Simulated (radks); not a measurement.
Valence configurations of neutral thulium (all share [Xe]). Calculated with a radial shooting solver on a logarithmic mesh with Libxc functionals: Dirac Kohn-Sham, LDA (Slater exchange, Perdew-Wang correlation), spin-unpolarised, spherical densities, finite nucleus; open shells fill j = l - 1/2 first; Fermi nuclear charge, rms radius 5.2256 fm. Order these by energy: 4f12 5d2 6s1; 4f13 5d1 6s1; 4f11 6s2 6p2; 4f11 5d2 6s2; 4f13 6s2; 4f12 5d1 6s2; 4f11 5d2 6s1 6p1; 4f13 6p2; 4f12.5 5d0.5 6s2.

Answer. From the lowest, in eV above it: 4f13 6s2 0.000; 4f12.5 5d0.5 6s2 1.437; 4f13 5d1 6s1 3.009; 4f12 5d1 6s2 4.132; 4f13 6p2 5.681; 4f12 5d2 6s1 6.626; 4f11 5d2 6s2 13.669; 4f11 5d2 6s1 6p1 16.974; 4f11 6s2 6p2 19.849. NIST lists [Xe] 4f13 6s2 as the ground configuration; this level of theory agrees among the configurations tried. The energies are those of spherical spin-averaged densities, not of single terms. No valid solution was reached for [Xe] 4f14 6s1.
